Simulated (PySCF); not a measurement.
**Radial density of Sn²⁺ (tin, charge +2)**

PBE, [Kr] 4d10 5s2, closed-shell 1S. Computed with PySCF 2.14 in cc-pVTZ-PP with ECP28MDF, with a scalar-relativistic core potential. This is the valence pseudo-density: the core potential removes the inner electrons and smooths the orbitals near the nucleus.

| r (bohr) | 4πr²ρ (e/bohr) |
| --- | --- |
| 0.00444 | 1.480e-05 |
| 0.00747 | 3.887e-05 |
| 0.0126 | 9.152e-05 |
| 0.0211 | 0.0001810 |
| 0.0356 | 0.0003210 |
| 0.0598 | 0.0006122 |
| 0.101 | 0.002844 |
| 0.169 | 0.03164 |
| 0.285 | 0.5459 |
| 0.479 | 8.009 |
| 0.805 | 22.86 |
| 1.35 | 8.711 |
| 2.28 | 1.665 |
| 3.83 | 0.1236 |
| 6.45 | 0.0008785 |

Energies and moments cover only the electrons outside the core potential.
